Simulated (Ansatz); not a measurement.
Cost and result for the atomization energy of `Cc1ccc2ccccc2c1` (21 atoms, 22 bonds).

Cartesian coordinates in Å:
```
C 0.757 -3.211 -0.640
C 0.595 -1.734 -0.458
C 1.564 -0.852 -0.992
C 1.449 0.500 -0.845
C 0.354 1.064 -0.153
C 0.202 2.456 0.018
C -0.872 2.964 0.695
C -1.844 2.099 1.232
C -1.722 0.745 1.082
C -0.626 0.190 0.388
C -0.472 -1.203 0.217
H 0.782 -3.476 -1.701
H -0.061 -3.761 -0.173
H 1.695 -3.561 -0.200
H 2.413 -1.266 -1.527
H 2.201 1.163 -1.261
H 0.954 3.118 -0.398
H -0.979 4.036 0.820
H -2.692 2.512 1.767
H -2.471 0.077 1.495
H -1.228 -1.862 0.635
```

Total charge 0; spin multiplicity 1. All single points use the PBE0-D4/def2-TZVP geometry. Program: Ansatz. All runs use 5 threads of an AMD EPYC 7R13 on a shared host and a share of an NVIDIA H100 80 GB. Times are those of one run each, without the atoms' runs, and a repeat can differ threefold. Electronic energies, without spin–orbit coupling; frozen cores. CCSD(T)/CBS adds CCSD(T) − MP2 in def2-TZVPP to the MP2 limit, and its time is that of the two runs behind it. T1 = 0.010; the RHF reference is unstable towards UHF.

CCSD(T)/CBS is a level of theory with its own doubt, some kJ/mol a heavy atom from the limit and from the frozen cores, so smaller differences don't rank the functionals.

```tsv
level	functions	wall time
revPBE-D4/def2-TZVPP	481	6.5 s
CCSD(T)/def2-SVP	204	6.5 s
BHLYP-D4/def2-TZVPP	481	7.5 s
PBE-D4/def2-TZVPP (with forces)	481	7.5 s
PBE-QIDH/def2-TZVPP	481	7.5 s
B2PLYP/def2-TZVPP	481	8.5 s
PBE0-D4/def2-TZVPP	481	11 s
B97M-V/def2-TZVPP	481	13 s
r2SCAN-D4/def2-TZVPP (with forces)	481	13 s
BLYP-D4/def2-TZVPP	481	14 s
MP2/def2-QZVPP	927	22 s
CCSD(T)/def2-TZVPP	481	47 s
CCSD(T)/CBS(def2)	–	69 s
```

Question: What atomization energy does each give, and how far from CCSD(T)/CBS? (An estimate is asked.)

Answer: Computed: 
```json
{"level": "revPBE-D4/def2-TZVPP", "atomization (kcal/mol)": "2493.6", "difference from CCSD(T)/CBS": "41.2", "per bond": "1.9"}
{"level": "CCSD(T)/def2-SVP", "atomization (kcal/mol)": "2376.5", "difference from CCSD(T)/CBS": "-75.9", "per bond": "-3.4"}
{"level": "BHLYP-D4/def2-TZVPP", "atomization (kcal/mol)": "2393.8", "difference from CCSD(T)/CBS": "-58.6", "per bond": "-2.7"}
{"level": "PBE-D4/def2-TZVPP (with forces)", "atomization (kcal/mol)": "2555.0", "difference from CCSD(T)/CBS": "102.6", "per bond": "4.7"}
{"level": "PBE-QIDH/def2-TZVPP", "atomization (kcal/mol)": "2480.2", "difference from CCSD(T)/CBS": "27.8", "per bond": "1.3"}
{"level": "B2PLYP/def2-TZVPP", "atomization (kcal/mol)": "2445.0", "difference from CCSD(T)/CBS": "-7.4", "per bond": "-0.3"}
{"level": "PBE0-D4/def2-TZVPP", "atomization (kcal/mol)": "2508.8", "difference from CCSD(T)/CBS": "56.4", "per bond": "2.6"}
{"level": "B97M-V/def2-TZVPP", "atomization (kcal/mol)": "2475.8", "difference from CCSD(T)/CBS": "23.4", "per bond": "1.1"}
{"level": "r2SCAN-D4/def2-TZVPP (with forces)", "atomization (kcal/mol)": "2483.0", "difference from CCSD(T)/CBS": "30.6", "per bond": "1.4"}
{"level": "BLYP-D4/def2-TZVPP", "atomization (kcal/mol)": "2468.2", "difference from CCSD(T)/CBS": "15.8", "per bond": "0.7"}
{"level": "MP2/def2-QZVPP", "atomization (kcal/mol)": "2502.3", "difference from CCSD(T)/CBS": "49.9", "per bond": "2.3"}
{"level": "CCSD(T)/def2-TZVPP", "atomization (kcal/mol)": "2397.4", "difference from CCSD(T)/CBS": "-55.0", "per bond": "-2.5"}
{"level": "CCSD(T)/CBS(def2)", "atomization (kcal/mol)": "2452.4", "difference from CCSD(T)/CBS": "0.0", "per bond": "0.0"}
```

Leaving LDA and LC-ωPBE aside and taking each functional with its dispersion term where it has one, the values spread over 161.1 kcal/mol, from BHLYP-D4 to PBE-D4. LDA lies +304.3 kcal/mol from PBE without D4, its usual overbinding. The D4 term adds +25.1 kcal/mol with B3LYP and +13.5 kcal/mol with PBE0; it sums over pairs of atoms, weighted by their polarisabilities, and B3LYP, whose exchange is more repulsive, gets the larger term. In def2-TZVPP, CCSD(T) changes the Hartree–Fock value by +562.8 kcal/mol (the triples alone add +46.8 kcal/mol) and MP2 by +635.4 kcal/mol; breaking electron pairs costs correlation energy, which Hartree–Fock lacks.

B3LYP here is the variant with VWN-RPA as its local correlation; programs differ in this.
